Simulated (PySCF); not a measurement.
A structure optimised at PBE0-D3(BJ)/def2-SVP (Å):
```
atom  x, y, z in Å
C1     2.9651    0.5448    0.2498
C2     1.6042    0.0724    0.0746
C3     0.4554   -0.3270   -0.0716
Al4   -1.3269   -0.9677   -0.3094
C5    -2.8238    0.0800    0.3788
H6     3.5456    0.4340   -0.6796
H7     2.9869    1.6068    0.5407
H8     3.4806   -0.0306    1.0351
H9    -1.5273   -2.3496   -1.0684
H10   -3.8056   -0.3749    0.1767
H11   -2.8216    1.0936   -0.0579
H12   -2.7313    0.2177    1.4700
```

Charge 0, singlet.

(1) Read off the bonds between heavy atoms and their formal orders.

(2) Give the structure as a SMILES string.

(3) Describe the place of each heavy atom.

(4) What is the arrangement about Al4?

(5) What is the arrangement about C2?

Answers

(1) C1–C2 1.45 Å (single); C2–C3 1.22 Å (triple); C3–Al4 1.91 Å (single); Al4–C5 1.95 Å (single). Bonds to hydrogen (Å): C1–H6 1.10; C1–H7 1.10; C1–H8 1.10; Al4–H9 1.59; C5–H10 1.10; C5–H11 1.10; C5–H12 1.10.

(2) `CC#[C][AlH][CH3]`, C4H7Al.

(3) C1: propargylic carbon; C2: alkyne carbon; C3: alkyne carbon; Al4: aluminium bonded to 2 C and H; C5: methyl carbon.

(4) It has 3 neighbours (C3, C5, H9) and is planar (angles 122.6°, 119.5° and 118.0°, sum 360.0°, 0.00 Å off the plane of its three neighbours).

(5) It has 2 neighbours (C1, C3) and is linear (angle 179.9°).

These are computed values.
